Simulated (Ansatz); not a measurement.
Job for Ansatz (a program for electronic structure): U-CCSD(T)/def2-SVP on BH2I (SMILES BI), a point of a bond scan (R = 1.774 Å). Elements past Kr take the def2 small-core potentials; no spin–orbit coupling. The run froze 10 orbitals, filled d shells among them.

Ansatz 0.2 input:
```yaml
crystal:
  periodic: [false, false, false]
  atoms:
    - {symbol: B, position_ang: [-1.00687273, -1.52824232, 0.26334221]}
    - {symbol: H, position_ang: [-0.43426237, -2.69349881, 1.47207532]}
    - {symbol: H, position_ang: [-1.98651595, -1.65890826, -0.38610151]}
    - {symbol: I, position_ang: [0.14426438, 0.21896603, -0.03773158]}
basis:
  gaussian:
    orbitals: def2-SVP
correlation: {method: ccsd_t, electrons: outside_noble_gas}
scf: {omitted_lower_state_checks: [cluster_reference]}
magnetization: {spin_polarized: true, initial_magnetization: 0}
```

The head of its log:

```
WARN ansatz: RAYON_NUM_THREADS=1 ignored (pool sized by the plan → 1); use --threads N
Functional definition: HF
these checks for a lower state are left out or cut short: cluster_reference
integrals: 0.03 GiB planned
585 factors; integrals over basis functions are off by at most 9.5e-4 eV
mean field: 0.14 GiB planned
mean field evaluation 1: about -8772.3912 eV, gradient 8.5e0 eV
mean field evaluation 2: about -8772.4280 eV, gradient 8.6e0 eV
mean field evaluation 4: about -8773.1993 eV, gradient 1.3e0 eV
mean field evaluation 8: about -8773.2211 eV, gradient 2.0e-3 eV
mean field evaluation 16: about -8773.1511 eV, gradient 7.8e-1 eV
mean field -8773.22107577 eV, -322.4099278315 hartree, gradient 2.1e-6 eV, S^2 0.000000; 2 other end points of the search recorded, 0 dependent functions left out
10 core orbitals not correlated
reference -8773.22107577 eV, -322.4099278315 hartree; 6, 6 occupied and 34, 34 virtual orbitals, 585 factors
```

Task: Give the final energy of this run.

Result: -322.6349 hartree (reference determinant -322.4099, T1 diagnostic 0.020).
